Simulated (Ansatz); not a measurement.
Geometry optimisation, Ansatz, RKS PBE/def2-SVP.

Input:

```yaml
crystal:
  periodic: [false, false, false]
  atoms:
    - { symbol: C, position_ang: [-0.666, 0.7501, -0.3408] }
    - { symbol: Sb, position_ang: [1.368, 0.2315, -0.4808] }
    - { symbol: S, position_ang: [1.2737, -0.8336, 1.7137] }
    - { symbol: H, position_ang: [-0.7603, 1.6125, 0.3957] }
    - { symbol: H, position_ang: [-1.3191, -0.091, -0.07] }
    - { symbol: H, position_ang: [-1.0589, 1.174, -1.3439] }
    - { symbol: H, position_ang: [1.0028, -1.2711, -1.2944] }
    - { symbol: H, position_ang: [0.252, -1.6296, 1.3647] }
basis:
  gaussian: { orbitals: def2-SVP }
hamiltonian:
  xc: pbe
relax:
  f_tol: 0.015
  max_steps: 40
```

Run as:

```bash
$ ansatz run input.yaml --threads 1 --pin off --max-ram 2048MiB --backend cpu --events-out ev --progress --plain --runs-dir out
```

Q: Where does it end, and by what steps?

A: The forces met the threshold. After 5 steps the energy has fallen by 0.181 eV; H8 moved furthest, 0.20 Å.

| step | energy less start (eV) | largest force component (eV/Å) | accepted |
| --- | --- | --- | --- |
| 0 | 0.0000 | 2.040 | yes |
| 1 | -0.1344 | 0.467 | yes |
| 2 | -0.1588 | 0.378 | yes |
| 3 | -0.1797 | 0.149 | yes |
| 4 | -0.1813 | 0.046 | yes |
| 5 | -0.1815 | 0.006 | yes |

```xyz
8
Properties=species:S:1:pos:R:3
C -0.736 0.821 -0.393
Sb 1.371 0.198 -0.444
S 1.407 -0.936 1.765
H -0.843 1.632 0.352
H -1.390 -0.027 -0.117
H -1.024 1.202 -1.394
H 0.998 -1.236 -1.364
H 0.309 -1.711 1.539
```

Whether the end is a true minimum wasn't checked by a vibrational analysis.

Run time: 15 s on 1 thread of Intel(R) Xeon(R) Processor @ 2.70GHz, on a shared host, peak memory 0.13 GiB.
